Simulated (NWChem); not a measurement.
## Lowest excitation of HFOSi

```
O
H 1 0.9669
Si 1 1.6562 2 119.10
F 3 1.6443 1 100.38 2 0.00
```
Charge 0, spin multiplicity 1.

All runs are NWChem calculations. The geometry was optimised at PBE0/def2-SVP, a minimum by its harmonic frequencies. It is one conformer; others weren't searched.

Basis set: def2-SVPD.

The correlated methods keep 7 core orbitals frozen. B3LYP has NWChem's definition, with VWN1-RPA local correlation. The structure started from a generated list of species. Coupled-cluster values serve here as a point of comparison, not as the truth.

Task: Order these methods by the lowest vertical singlet excitation energy they give, lowest first: TD-PBE, EOM-CCSD, CIS, TD-B3LYP.

Result: TD-PBE (5.34 eV), TD-B3LYP (5.50 eV), EOM-CCSD (5.73 eV), CIS (6.01 eV)
